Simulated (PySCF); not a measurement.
Ionising ZnS

ωB97X-V; basis Zn def2-TZVPPD, S def2-TZVPPD; no relativity; PySCF 2.14. Neutral (UKS): singlet (closed shell), Re = 2.048 Å, ωe = 473 cm⁻¹, De = 1.42 eV, HOMO -8.71 eV, LUMO -2.29 eV.

ZnS⁺ (UKS): doublet (π ↑), Re = 2.142 Å, ωe = 422 cm⁻¹, De = 2.10 eV to Zn⁺ + S. The energies at the minima are -2177.32000 hartree for ZnS and -2177.01220 for ZnS⁺.

Problem. Work out the adiabatic ionisation energy, without and with harmonic zero-point energies (1 hartree = 27.2114 eV, 1 eV = 8065.5 cm⁻¹), and the change of the bond length.

Solution. At ωB97X-V: 0.30780 hartree = 8.376 eV between the minima; the zero-point term (422.0 − 473.0)/2 cm⁻¹ = -0.003 eV makes it 8.373 eV. Re changes by +9.4 pm against the neutral. Minus the HOMO energy is 8.71 eV, +0.33 eV from the value between the minima; self-interaction puts the Kohn–Sham level too high, less so with exact exchange. The electron leaves a π orbital; in so polar a molecule the change of length follows mostly from the change of the ionic charges.

For an ion De counts to the pair picked by the measured ionisation energies or electron affinities, which need not be the lowest pair at this level. States were picked by a PBE0 search and need not be the measured ground states.
